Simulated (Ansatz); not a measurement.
System: SiBrCl (charge +1, doublet). SMILES of the parent species: Cl[Si]Br

Atoms: Si1, Br2, Cl3. Bonds: Si1-Br2, Si1-Cl3.

Bond lengths (Å) and angles (degrees) optimised at HF/6-31G* with LANL2DZ past Ar with Ansatz (a quantum-chemistry and plane-wave program); B3LYP/LANL2DZ with Ansatz; MP2/6-31G* with LANL2DZ past Ar with Ansatz, each started from the B3LYP-D3(BJ)/def2-TZVP structure (Ansatz) of the last column. A row stands for all coordinates that are equal there. 6-31G* holds six Cartesian d functions. No wavenumbers were computed at B3LYP/LANL2DZ, MP2/6-31G* with LANL2DZ past Ar, so these may be saddle points.

```tsv
coordinate	HF/6-31G* with LANL2DZ past Ar	B3LYP/LANL2DZ	MP2/6-31G* with LANL2DZ past Ar	B3LYP-D3(BJ)/def2-TZVP
Si1-Br2	2.156	2.288	2.154	2.143
Si1-Cl3	1.962	2.116	1.967	1.980
Br2-Si1-Cl3	121.9	121.3	123.0	122.4
```

Mean signed difference of all 2 bond lengths from B3LYP-D3(BJ)/def2-TZVP: HF/6-31G* with LANL2DZ past Ar -0.003 Å, B3LYP/LANL2DZ 0.140 Å, MP2/6-31G* with LANL2DZ past Ar -0.001 Å.
